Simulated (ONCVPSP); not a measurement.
**chromium (Cr) ONCV: all-electron and pseudo phase curves**

- Element: chromium (Cr)
- Generator: ONCVPSP 4.0.1
- Type: optimised norm-conserving Vanderbilt (ONCV)
- Functional: revPBE
- Relativity: scalar-relativistic
- Frozen core: [Ne]
- Valence charge: 14
- Reference configuration: 3s2 3p6 3d5 4s0.5 (charge +0.5)
- Partial waves: 3s+4s: rc 1.45 bohr, ncon 3, nbas 6, qcut 7.5 1/bohr, 2 projectors; 3p: rc 1.40 bohr, ncon 4, nbas 8, qcut 8.8 1/bohr, 2 projectors, debl 2.8 Ha; 3d: rc 1.85 bohr, ncon 3, nbas 8, qcut 6.8 1/bohr, 2 projectors, debl 1.2 Ha
- Local potential: polynomial inside 1.40 bohr (lpopt 5, dvloc0 4 Ha)
- Core correction: Teter function, fcfact 5, rcfact 1.3

The phase is arctan(r·R′/R) of the radial function R(r), unwrapped; energies in Ha, scanned from -4 to 5 Ha. A pole is an energy at which the radial function vanishes at the test radius. The pseudo phase is shifted by a multiple of π to meet the all-electron one at the reference energy, and phase errors are pseudo minus all-electron; the curves can meet again beyond the range given. Levels narrower than the energy grid can be missing from the lists of poles.

Problem. For each channel, where are the poles, and over which energies does the pseudopotential scatter like the atom?

Solution.

```csv
channel,radius (bohr),reference energy (Ha),"poles, all-electron","poles, pseudo",unbroken range about the reference energy with phases within 0.05 rad,phase error 1 Ha above the reference energy (rad)
s,1.47,-0.25,-2.25,-2.25,the whole range,-0.000
p,1.42,-1.79,-0.94,-0.94,the whole range,+0.000
d,1.88,-0.22,"0.17, 4.82",0.17,the whole range,+0.000
```

Phases in the s channel:

```json
{"E (Ha)": "-3.98", "all-electron": "0.739", "pseudo": "0.739"}
{"E (Ha)": "-3.74", "all-electron": "0.433", "pseudo": "0.433"}
{"E (Ha)": "-3.50", "all-electron": "-0.116", "pseudo": "-0.116"}
{"E (Ha)": "-3.26", "all-electron": "-0.743", "pseudo": "-0.743"}
{"E (Ha)": "-3.02", "all-electron": "-1.136", "pseudo": "-1.136"}
{"E (Ha)": "-2.78", "all-electron": "-1.347", "pseudo": "-1.347"}
{"E (Ha)": "-2.54", "all-electron": "-1.473", "pseudo": "-1.473"}
{"E (Ha)": "-2.30", "all-electron": "-1.557", "pseudo": "-1.557"}
{"E (Ha)": "-2.06", "all-electron": "-1.619", "pseudo": "-1.619"}
{"E (Ha)": "-1.82", "all-electron": "-1.669", "pseudo": "-1.669"}
{"E (Ha)": "-1.58", "all-electron": "-1.712", "pseudo": "-1.712"}
{"E (Ha)": "-1.34", "all-electron": "-1.751", "pseudo": "-1.751"}
{"E (Ha)": "-1.10", "all-electron": "-1.788", "pseudo": "-1.788"}
{"E (Ha)": "-0.86", "all-electron": "-1.825", "pseudo": "-1.825"}
{"E (Ha)": "-0.62", "all-electron": "-1.865", "pseudo": "-1.865"}
{"E (Ha)": "-0.38", "all-electron": "-1.907", "pseudo": "-1.907"}
{"E (Ha)": "-0.14", "all-electron": "-1.954", "pseudo": "-1.954"}
{"E (Ha)": "0.10", "all-electron": "-2.010", "pseudo": "-2.010"}
{"E (Ha)": "0.34", "all-electron": "-2.076", "pseudo": "-2.076"}
{"E (Ha)": "0.58", "all-electron": "-2.158", "pseudo": "-2.158"}
{"E (Ha)": "0.82", "all-electron": "-2.262", "pseudo": "-2.262"}
{"E (Ha)": "1.06", "all-electron": "-2.398", "pseudo": "-2.398"}
{"E (Ha)": "1.30", "all-electron": "-2.577", "pseudo": "-2.577"}
{"E (Ha)": "1.54", "all-electron": "-2.808", "pseudo": "-2.809"}
{"E (Ha)": "1.78", "all-electron": "-3.086", "pseudo": "-3.088"}
{"E (Ha)": "2.02", "all-electron": "-3.378", "pseudo": "-3.381"}
{"E (Ha)": "2.26", "all-electron": "-3.642", "pseudo": "-3.644"}
{"E (Ha)": "2.50", "all-electron": "-3.853", "pseudo": "-3.856"}
{"E (Ha)": "2.74", "all-electron": "-4.014", "pseudo": "-4.017"}
{"E (Ha)": "2.98", "all-electron": "-4.136", "pseudo": "-4.138"}
{"E (Ha)": "3.22", "all-electron": "-4.228", "pseudo": "-4.231"}
{"E (Ha)": "3.46", "all-electron": "-4.300", "pseudo": "-4.303"}
{"E (Ha)": "3.70", "all-electron": "-4.358", "pseudo": "-4.360"}
{"E (Ha)": "3.94", "all-electron": "-4.405", "pseudo": "-4.407"}
{"E (Ha)": "4.18", "all-electron": "-4.444", "pseudo": "-4.446"}
{"E (Ha)": "4.42", "all-electron": "-4.476", "pseudo": "-4.479"}
{"E (Ha)": "4.66", "all-electron": "-4.505", "pseudo": "-4.507"}
{"E (Ha)": "4.90", "all-electron": "-4.529", "pseudo": "-4.532"}
```
